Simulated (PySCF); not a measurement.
Geometry (Å), atoms numbered from 1 in this order:
```xyz
5

Si   -0.1412    0.0011   -0.0982
Br   -0.1526   -0.0235    2.1171
Br    1.9318    0.0123   -0.8764
H    -0.8212    1.2379   -0.5579
H    -0.8167   -1.2278   -0.5846
```

Geometry: PBE0-D3(BJ)/def2-SVP; GIAO absolute shieldings from PySCF, gas phase, non-relativistic, averaged over equivalent atoms.

At PBE0/pcSseg-1 (116 basis functions, 9.3 s wall time on 1 thread of an x86-64 server CPU, shared host):
```tsv
atoms	σ (ppm)
Si1	337.8
Br2/Br3	2551.2
H4/H5	25.11
```

Estimate the result of repeating the calculation with KT2/pcSseg-1.

Results:


```
  atoms  σ at KT2/pcSseg-1  change
    Si1              346.8    +9.0
Br2/Br3             2490.5   -60.7
  H4/H5              24.83   -0.28
```

The largest change is at Br2/Br3 (bromine bonded to Si). Cost: 116 basis functions, 9.4 s wall time on 1 thread of an x86-64 server CPU, shared host.

Relativistic effects, spin–orbit coupling among them, are left out; they matter for Br and for the light atoms bonded to it.
